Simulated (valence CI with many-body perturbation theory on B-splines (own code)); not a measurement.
**Questions on Pr37+**

Level of theory: relativistic CI+MBPT: four valence electrons over a frozen Dirac-Fock core [Ar], a basis of 7 s, 7 p, 8 d, 6 f, 4 g, 1 h functions for each j, with the one-electron correlation potential Σ1 (screened to all orders), the two-electron term Σ2, the three-electron term Σ3, Breit, model QED; selected single and double excitations, second order for the rest, scaled by the run's own slope (own B-spline code, finite nucleus).

No measured spectrum was set against this ion. As an estimate, large intervals hold to a few tenths of a per cent, small ones and those within an open d or f shell to about a per cent. Only levels of the ground parity were solved; by the run's estimate the other parity begins above the list, which can be wrong where configurations are misplaced.

Levels are named by their leading jj configuration (3d3/2^4 stands for four electrons in 3d with j = 3/2), which in mixed levels can hold well under half, so a name can repeat and another be missing.

Rates and lifetimes use the calculated energies. Strong lines usually hold to 10 to 20 %, long lifetimes can be off by a factor of two.

(1) What is the ground level?

(2) What is the ionisation energy?

(3) Name the longest-lived excited levels whose lifetime is computed, and their main decay.

(4) How well does LS coupling describe the low levels?

Answers

(1) (3d3/2^4) J=0, composition 55 % 3d4 3P + 34 % 3d4 5D + 10 % 3d4 1S.

(2) 2628.3 eV; NIST lists 2628 ± 4 eV (theoretical).

(3) (3d3/2^2 3d5/2^2) J=6 at 51.87 eV lives 19.4 ms, mostly by M1 to (3d3/2^2 3d5/2^2) J=5. The lifetime of (3d3/2^3 3d5/2) J=4 is too uncertain to give, and may be longer.

(4) Among the lowest 20 levels the leading LS term, summed over configurations, holds 50 % on average. For single configurations the figures are 50 % in LS and 86 % in jj coupling. Terms mix most in the J = 4 level at 27.08 eV, where the leading one holds 31 %.
